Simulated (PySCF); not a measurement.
**PbH4 at several levels of theory**

Computed with PySCF 2.14.0 (density fitting, no spin-orbit coupling) at the geometry relaxed with TPSS:

```xyz
5
PbH4 (singlet)
Pb    0.0078    0.3729    0.0000
H    -0.0135   -0.6497    1.4454
H    -0.0135   -0.6497   -1.4454
H     1.4737    1.3657    0.0000
H    -1.4156    1.4258    0.0000
```

```tsv
level	basis	state	HOMO (eV)	gap (eV)	charge on Pb1 (e)	dipole about the centre of mass (D)	largest force component (eV/Å)
TPSS	Pb def2-SVP with ECP60, H def2-SVP	singlet	-7.87	6.80	0.27	0.00	0.00
TPSS	Pb def2-TZVP with ECP60, H def2-TZVP	singlet	-7.90	6.55	0.28	0.00	0.08
TPSS	Pb x2c-SVPall, H x2c-SVPall	singlet	-7.90	6.79	0.33	0.00	0.08
```

Charges are Mulliken's, which hang on the basis. The relaxation used the grid (50, 194), these runs (75, 302) or, all-electron (x2c bases, spin-free X2C Hamiltonian), (99, 590).

**Question.** Order these levels, in the first row's basis, by the HOMO–LUMO gap they give here, smallest first.
A. TPSSh
B. r2SCAN
C. BLYP
D. HF

**Answer.** C (6.40 eV), B (7.05 eV), A (7.62 eV), D (15.08 eV).

**Question.** And their other results?

**Answer.** 
| level | state | HOMO (eV) | gap (eV) | charge on Pb1 (e) | dipole about the centre of mass (D) | largest force component (eV/Å) |
| --- | --- | --- | --- | --- | --- | --- |
| r2SCAN | singlet | -7.97 | 7.05 | 0.25 | 0.00 | 0.09 |
| TPSSh | singlet | -8.33 | 7.62 | 0.28 | 0.00 | 0.07 |
| HF | singlet | -11.68 | 15.08 | 0.45 | 0.00 | 0.23 |
| BLYP | singlet | -7.54 | 6.40 | 0.26 | 0.00 | 0.17 |

In the first row's basis the gap widens with exact exchange: 6.4 to 7.0 eV for BLYP, TPSS, r2SCAN (none); 7.6 eV for TPSSh (a fixed share); 15.1 eV for Hartree–Fock (rising or full at long range).

No frequency check is given that shows the relaxed geometry to be a minimum.
